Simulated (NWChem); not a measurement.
Molecule: CH$_{5}$BrOSi; SMILES CO[SiH2]Br

```xyz
9

Si     0.9813    -0.5847     0.1058
Br    -0.1989     1.3062    -0.0280
O      0.0864    -1.8713    -0.4031
C     -1.1108    -2.3270     0.1718
H      2.1431    -0.4840    -0.8072
H      1.3786    -0.7279     1.5353
H     -0.9839    -2.5822     1.2394
H     -1.4304    -3.2334    -0.3628
H     -1.9123    -1.5729     0.0878
```
Atoms are numbered in this order, from 1.

Program: NWChem. Pople sets run with spherical d functions. Geometry: optimised at PBE0/def2-SVP. Level r2SCAN/6-31G*: energy and gradient on several grids; changes count from the extra-fine grid, which is no exact limit either.

```csv
grid,size of the energy change (μHa),largest change of a gradient component (μHa/bohr),"time, medium = 1 (rough)"
xcoarse,3000,5000,about 1
coarse,500,800,about 1
medium,60,100,about 1
fine,< 10,50,about 1
xfine,< 10,< 30,2
```
